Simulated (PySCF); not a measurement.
Method: PBE0 in PySCF with S def2-TZVP, Cu def2-TZVP; no relativity; density-fitted integrals.

```xyz
3
charge 0 multiplicity 1, angstrom
S     0.0000    0.0000   -1.3137
Cu    1.3050    0.0000    0.3333
Cu   -1.3050    0.0000    0.3333
```

Cu₂S (singlet), along the line from S1 (at 0) through Cu2 (at 2.101 Å).

Tabulate the fields along this line at -0.63, -0.53, -0.42, -0.32, -0.21, -0.11, 0.11, 0.21, 0.32, 0.42, 0.53, 0.63, 0.74, 0.84, 0.95, 1.05, 1.16, 1.26, 1.37, 1.47, 1.58, 1.68, 1.79, 1.89, 2.00, 2.21, 2.31, 2.42, 2.52, 2.63, 2.73, 2.84, 2.94, 3.05, 3.15, 3.26, 3.36 Å.


| distance (Å) | electron density (e/Å³) | electron localisation function | electrostatic potential (V) |
| --- | --- | --- | --- |
| -0.63 | 1.19 | 0.394 | 41.4 |
| -0.53 | 1.57 | 0.103 | 66 |
| -0.42 | 3.39 | 0.143 | 107 |
| -0.32 | 13.6 | 0.713 | 186 |
| -0.21 | 57.8 | 0.861 | 389 |
| -0.11 | 175 | 0.294 | 1230 |
| 0.11 | 174 | 0.289 | 1230 |
| 0.21 | 57.4 | 0.859 | 390 |
| 0.32 | 13.7 | 0.723 | 187 |
| 0.42 | 3.42 | 0.152 | 108 |
| 0.53 | 1.58 | 0.095 | 67.1 |
| 0.63 | 1.25 | 0.347 | 42.7 |
| 0.74 | 1.09 | 0.665 | 27.6 |
| 0.84 | 0.931 | 0.746 | 18.4 |
| 0.95 | 0.796 | 0.666 | 13.3 |
| 1.05 | 0.715 | 0.453 | 11.3 |
| 1.16 | 0.721 | 0.259 | 11.8 |
| 1.26 | 0.877 | 0.183 | 15 |
| 1.37 | 1.37 | 0.21 | 21.8 |
| 1.47 | 2.75 | 0.369 | 34.5 |
| 1.58 | 6.47 | 0.593 | 59.6 |
| 1.68 | 15.6 | 0.738 | 114 |
| 1.79 | 33.9 | 0.712 | 249 |
| 1.89 | 59.2 | 0.217 | 618 |
| 2.00 | 514 | 0.807 | 2020 |
| 2.21 | 513 | 0.805 | 2020 |
| 2.31 | 59.4 | 0.221 | 620 |
| 2.42 | 34.1 | 0.717 | 250 |
| 2.52 | 15.8 | 0.748 | 116 |
| 2.63 | 6.53 | 0.622 | 61.2 |
| 2.73 | 2.66 | 0.421 | 36.5 |
| 2.84 | 1.15 | 0.235 | 23.9 |
| 2.94 | 0.546 | 0.13 | 16.7 |
| 3.05 | 0.279 | 0.0759 | 12.3 |
| 3.15 | 0.149 | 0.0441 | 9.43 |
| 3.26 | 0.0833 | 0.0268 | 7.45 |
| 3.36 | 0.0498 | 0.0184 | 6.03 |

On a grid of 0.11 Å the density has a local minimum along the bond near 1.05 Å from S, at 0.71 e/Å³, where the ELF is 0.45.
